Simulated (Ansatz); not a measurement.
`CC[AsH][SiH3]` + `N#CO` → `CCOC#N` + `[SiH3][AsH2]` at 500 K and 1 bar (substitution at a C–As bond).

Calculated with Ansatz (gas phase, PBE0-D4/def2-TZVP geometries, no zero-point term in ΔE). CCSD(T)/CBS is the MP2 limit (def2-TZVPP, def2-QZVPP) plus CCSD(T) − MP2 in def2-TZVPP, frozen cores. This one scheme is used for every species. For As outer-core shells are correlated without core-valence functions, which leaves a few kJ/mol of doubt a bond. Scalar relativity is left out up to krypton. Each species was taken in one conformer, which may not be the lowest.

```csv
species,CCSD(T)/CBS energy (Eh),H − E (kJ/mol),S (J/(mol·K))
`CC[AsH][SiH3]`,-2605.60659,310.7,438.0
`N#CO`,-168.48100,78.6,266.9
`CCOC#N`,-246.99416,245.9,362.9
`[SiH3][AsH2]`,-2527.08228,138.1,337.6
```

H − E and S are ideal-gas, rigid-rotor, harmonic terms from PBE0-D4/def2-TZVP, for one conformer and one mirror image of each species. 1 Eh = 2625.50 kJ/mol, R = 8.31446 J/(mol·K).

By hand: ΔE, ΔH, ΔS and ΔG.

ΔE = (-246.99416) + (-2527.08228) − (-2605.60659) − (-168.48100) = 0.01115 Eh = 29.3 kJ/mol. Δ(H − E) = 245.9 + 138.1 − 310.7 − 78.6 = -5.3, so ΔH = 24.0 kJ/mol. ΔS = 362.9 + 337.6 − 438.0 − 266.9 = -4.4 J/(mol·K). ΔG = 24.0 − 500 × (-4.4)/1000 = 26.2 kJ/mol.

By hand: the equilibrium constant, and the temperature at which ΔG would vanish if ΔH and ΔS stayed fixed.

log₁₀ K = −ΔG/(RT ln 10) = -2.7. ΔH and −TΔS have one sign here, so there is no such temperature. One of them is within its doubt of zero, so this could turn.

The number of gas molecules stays the same, so ΔS is small and ΔH decides. A doubt of 5 kJ/mol in ΔE shifts log₁₀ K by 0.5 here. Other conformers and mirror images would add mixing entropy, several J/(mol·K) or more a flexible species. Modes under 60 cm⁻¹, often nearly free rotors, make the harmonic entropy too high. These are equilibria of isolated gas molecules and say nothing of rates. Largest T1 diagnostic: 0.014 (customary marks: 0.02 for closed shells, 0.045 for open ones).
